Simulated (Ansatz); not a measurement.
Isolated molecules relaxed with PBE0-D4/def2-TZVP in Ansatz; ΔE leaves out vibrations. CBS: MP2 limit from def2 TZ/QZ plus the TZ coupled-cluster correction, frozen cores. Functionals use def2-TZVPP. B3LYP here is the variant with VWN-RPA as its local correlation; programs differ in this. For Ge outer-core shells are correlated without core-valence functions, which leaves a few kJ/mol of doubt a bond. Scalar relativity is left out up to krypton. One conformer a species, not always the lowest.

Consider the substitution at a C–Ge bond: `[CH3][GeH]1[CH2][O][AlH]1` + `[NH2][AlH][SiH2]S` → `CS[SiH2][AlH][NH2]` + `[CH2]1[O][AlH][GeH2]1`.

**Question.** Is it downhill or uphill in electronic energy at CCSD(T)/CBS, and by how much? (Best estimate.)

**Answer.** The calculation gave: Uphill: ΔE = +9.7 kcal/mol.

**Question.** What do these levels give: PBE-D4, r2SCAN-D4, PBE0-D4, B3LYP-D4, ωB97X-V, ωB97M-V, B2PLYP, PBE0, CCSD/def2-TZVPP, SCS-MP2/def2-QZVPP, MP2/CBS(def2), CCSD/CBS(def2)? (Estimate.)

**Answer.** The calculation gave: PBE-D4 8.2, r2SCAN-D4 9.0, PBE0-D4 8.7, B3LYP-D4 8.6, ωB97X-V 9.0, ωB97M-V 9.3, B2PLYP 9.9, PBE0 9.3, CCSD/def2-TZVPP 10.8, SCS-MP2/def2-QZVPP 10.1, MP2/CBS(def2) 10.0, CCSD/CBS(def2) 10.0 kcal/mol.

Largest T1 diagnostic among the species: 0.014.

The D4 term adds −1.0 kcal/mol with B3LYP and −0.6 kcal/mol with PBE0; it sums over pairs of atoms, weighted by their polarisabilities, and B3LYP, whose exchange is more repulsive, gets the larger term.
